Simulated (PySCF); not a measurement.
PySCF 2.14 output of an unrestricted BHandHLYP calculation on a single atom or ion in aug-cc-pwCVTZ (8s7p5d3f, 75 functions), with no relativity, point nucleus:

```
SCF conv_tol = 1e-09
number electrons alpha = 9  beta = 6
    A. D. Becke.,  J. Chem. Phys. 98, 1372 (1993)
    Defined through Gaussian implementation.
cycle= 1 E= -397.748926373267  delta_E= -0.00298  |g|= 0.0098  |ddm|= 0.132
cycle= 2 E= -397.748940774024  delta_E= -1.44e-05  |g|= 0.00264  |ddm|= 0.0164
cycle= 3 E= -397.748941464002  delta_E= -6.9e-07  |g|= 0.000508  |ddm|= 0.00238
cycle= 4 E= -397.748941485152  delta_E= -2.12e-08  |g|= 2.54e-05  |ddm|= 0.000524
cycle= 5 E= -397.74894148539  delta_E= -2.37e-10  |g|= 3.7e-06  |ddm|= 8.42e-05
converged SCF energy = -397.74894148539  <S^2> = 3.7507054  2S+1 = 4.0003527
```

The run itself started from symmetry-adapted Hartree-Fock orbitals and held the occupation by maximum overlap, on a logarithmic radial grid, so the iterations belong to that start.

Problem. Which element, charge and spin multiplicity is this?

Solution. S⁺ (sulfur, charge +1), multiplicity 4; the state was [Ne] 3s2 3p3, high-spin 4S determinant.
